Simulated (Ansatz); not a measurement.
Mulliken charges of CHBr3 (`BrC(Br)Br`) from PBE/def2-TZVPP in Ansatz (PBE0-D4/def2-TZVP geometry).

```csv
atom,x (Å),y (Å),z (Å),charge (e)
Br1,-0.679,0.302,1.738,-0.023
C2,0.070,0.098,-0.021,-0.128
Br3,1.208,-1.447,-0.136,-0.023
Br4,-1.292,0.083,-1.378,-0.023
H5,0.692,0.965,-0.204,0.198
```

Task: By hand: the dipole of these point charges (1 e Å = 4.8032 D).

Result: Σ q r = (0.146, 0.203, -0.043) e Å, of length 0.254 e Å = 1.22 D.

Task: How does the dipole of the full density compare? (Estimate.)

Result: Computed: (0.102, 0.142, -0.030) e Å, 0.85 D; the point charges give 1.44 times that, at 0° from its direction.

Point charges leave out the atoms' own dipoles, such as those of lone pairs, and Mulliken's split depends on the basis, so the two needn't agree.
